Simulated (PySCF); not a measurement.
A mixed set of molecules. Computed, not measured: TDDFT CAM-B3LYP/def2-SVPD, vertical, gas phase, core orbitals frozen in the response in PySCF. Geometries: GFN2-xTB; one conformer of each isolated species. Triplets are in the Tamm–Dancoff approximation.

Question: Rank by computed S1–T1 gap, highest first.
A. `C[C@H]1C=C1C[SiH3]`
B. `FC[C@H]([SiH2]F)C(Cl)Cl`
C. `[C@@](C=O)(C=C)(F)C[SiH3]`
D. `FC[SiH2]O[C@]12C[C@H]1C2`
E. `C([C@@H]1C[SiH2]1)(=C)C`
F. `C=C1C[SiH2]1`

Answer: A (2.08 eV), E (1.64 eV), F (1.16 eV), B (0.71 eV), C (0.56 eV), D (0.14 eV).

```
                  SMILES  S1−T1 (eV)  S1 (eV)  T1 (eV)    S1 mainly    T1 mainly  f(S1)
      C[C@H]1C=C1C[SiH3]        2.08     6.16     4.09  H→L+1 (38%)  H→L+1 (46%)  0.205
   C=C(C)[C@@H]1C[SiH2]1        1.64     5.51     3.87    H→L (94%)    H→L (61%)  0.290
            C=C1C[SiH2]1        1.16     5.27     4.11    H→L (97%)  H-1→L (93%)  0.000
 FC[C@H]([SiH2]F)C(Cl)Cl        0.71     7.03     6.31    H→L (55%)    H→L (49%)  0.009
 C=C[C@@](F)(C=O)C[SiH3]        0.56     4.23     3.67    H→L (79%)    H→L (76%)  0.001
FC[SiH2]O[C@]12C[C@H]1C2        0.14     6.22     6.08    H→L (87%)    H→L (77%)  0.012
```

H and L stand for HOMO and LUMO. For `C=C1C[SiH2]1` the leading configurations of S1 and T1 differ. Singlets come from full response and triplets from the Tamm–Dancoff approximation.

Without π bonds the low states are Rydberg-like; a valence basis with one diffuse set may place them up to an eV too high.
